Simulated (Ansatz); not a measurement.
How methods differ on SiPH5O2 (SMILES O[SiH2]OP)

SiPH5O2: 9 atoms, total charge 0, spin state singlet. As SMILES, `O[SiH2]OP`. The shape is that of a PBE0-D4/def2-TZVP optimisation. This is one conformer, not always the lowest.

Each level gives the HOMO–LUMO gap (eV). The values are calculated.

```
                                 level                    kind  program  value (eV)  CPU time
   r2SCAN/6-31G* (spherical functions)                meta-GGA   Ansatz        5.54     4.3 s
    BHLYP/6-31G* (spherical functions)           global hybrid   Ansatz        9.42     2.9 s
     PBE0/6-31G* (spherical functions)           global hybrid   Ansatz        7.21     2.7 s
    B3LYP/6-31G* (Cartesian functions)           global hybrid   Ansatz        6.77     2.9 s
CAM-B3LYP/6-31G* (spherical functions)  range-separated hybrid   Ansatz        9.71     3.1 s
    HSE06/6-31G* (spherical functions)  range-separated hybrid   Ansatz        6.42     3.2 s
    wB97X/6-31G* (spherical functions)  range-separated hybrid   Ansatz       11.79      11 s
 PBE-QIDH/6-31G* (spherical functions)           double hybrid   Ansatz       11.14     3.9 s
```

The values span 5.54 to 11.79 eV. Orbital gaps aren't excitation energies, and those of double hybrids come from the SCF part alone; they tend to grow with the share of exact exchange. Times are those of the runs behind each value, whatever else they computed, on shared processors of several kinds: orders of magnitude only.
